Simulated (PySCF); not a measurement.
OSr, SMILES [O]=[Sr]. Geometry optimised at B3LYP-D3(BJ)/def2-TZVPD. The def2 effective core potentials stand for the cores of Sr; spin–orbit coupling is left out.

Computed equilibrium geometry at B3LYP-D3(BJ)/def2-TZVPD (PySCF confirms it by a frequency run) as Cartesian coordinates in Å, and its point group:
point group C∞v.
```xyz
2

Sr     0.0000     0.0000    -0.3371
O      0.0000     0.0000     1.6012
```
